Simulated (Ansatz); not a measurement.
Consider the formal loss of a carbene: `OCSC[SiH3]` → `[CH2]` (triplet) + `OCS[SiH3]`.

Isolated molecules relaxed with PBE0-D4/def2-TZVP in Ansatz; ΔE leaves out vibrations. CBS: MP2 limit from def2 TZ/QZ plus the TZ coupled-cluster correction, frozen cores. This one scheme is used for every species. Functionals use def2-TZVPP. Triplets are unrestricted, without spin–orbit coupling. Each species was taken in one conformer, which may not be the lowest.

```csv
level,ΔE (eV)
B2PLYP,3.83
CCSD/def2-TZVPP,3.70
```

(1) What does CCSD(T)/CBS give? (An estimate is asked.)

Largest T1 diagnostic among the species: 0.012.

Results:

(1) The calculation gave: +3.95 eV. The listed levels differ from it by -0.12, -0.25 eV.

Leaving LDA and LC-ωPBE aside and taking each functional with its dispersion term where it has one, the values, not all of them listed here, spread over 0.42 eV, from r2SCAN0-D4 to ωB97X-V. LDA lies +0.80 eV from PBE without D4. In def2-TZVPP, CCSD(T) changes the Hartree–Fock value by +1.49 eV (the triples alone add +0.13 eV) and MP2 by +1.62 eV.
